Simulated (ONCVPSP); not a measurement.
Scattering properties, ONCV potential for manganese (Mn)

Mn, optimised norm-conserving Vanderbilt (ONCV), made with ONCVPSP 4.0.1 (PBEsol, scalar-relativistic). Core [Ne], reference 3s2 3p6 3d5 4s2. Waves: 3s+4s: rc 1.40 bohr, ncon 3, nbas 6, qcut 9.4 1/bohr, 2 projectors; 3p: rc 1.45 bohr, ncon 4, nbas 8, qcut 9.3 1/bohr, 2 projectors, debl 1.9 Ha; 3d: rc 1.45 bohr, ncon 4, nbas 8, qcut 9.6 1/bohr, 1 projector. Local part: polynomial inside 1.25 bohr (lpopt 5, dvloc0 0 Ha). Core correction: Teter function fitted to the true core (icmod 2), fcfact 0.2.

In the p channel the program set the typed energies aside and used -2.002, 0.250 Ha.

The phase is arctan(r·R′/R) of the radial function R(r), unwrapped; energies in Ha, scanned from -5 to 5 Ha. A pole is an energy at which the radial function vanishes at the test radius. The pseudo phase is shifted by a multiple of π to meet the all-electron one at the reference energy, and phase errors are pseudo minus all-electron; the curves can meet again beyond the range given. Levels narrower than the energy grid can be missing from the lists of poles.

```tsv
channel	radius (bohr)	reference energy (Ha)	poles, all-electron	poles, pseudo	unbroken range about the reference energy with phases within 0.05 rad	phase error 1 Ha above the reference energy (rad)
s	1.42	-0.19	-2.57	-2.57	the whole range	+0.001
p	1.47	-2.00	-1.42	-1.42	the whole range	+0.000
d	1.47	-0.25	0.55	0.58	below 1.6	+0.015
```

Phases in the s channel:

```
E (Ha)  all-electron  pseudo
 -4.96         1.055   1.057
 -4.72         0.981   0.983
 -4.48         0.867   0.870
 -4.24         0.676   0.680
 -4.00         0.322   0.326
 -3.76        -0.277  -0.275
 -3.52        -0.860  -0.859
 -3.28        -1.198  -1.198
 -3.04        -1.384  -1.383
 -2.80        -1.497  -1.497
 -2.56        -1.574  -1.574
 -2.32        -1.632  -1.632
 -2.08        -1.679  -1.679
 -1.84        -1.719  -1.719
 -1.60        -1.756  -1.756
 -1.36        -1.791  -1.791
 -1.12        -1.826  -1.825
 -0.88        -1.862  -1.861
 -0.64        -1.900  -1.900
 -0.40        -1.942  -1.942
 -0.16        -1.990  -1.990
  0.08        -2.046  -2.046
  0.32        -2.114  -2.113
  0.56        -2.196  -2.195
  0.80        -2.300  -2.298
  1.04        -2.433  -2.430
  1.28        -2.605  -2.598
  1.52        -2.821  -2.810
  1.76        -3.077  -3.059
  2.00        -3.346  -3.323
  2.24        -3.596  -3.568
  2.48        -3.803  -3.775
  2.72        -3.965  -3.938
  2.96        -4.090  -4.064
  3.20        -4.187  -4.162
  3.44        -4.263  -4.240
  3.68        -4.324  -4.302
  3.92        -4.374  -4.352
  4.16        -4.415  -4.394
  4.40        -4.450  -4.430
  4.64        -4.480  -4.460
  4.88        -4.506  -4.486
```
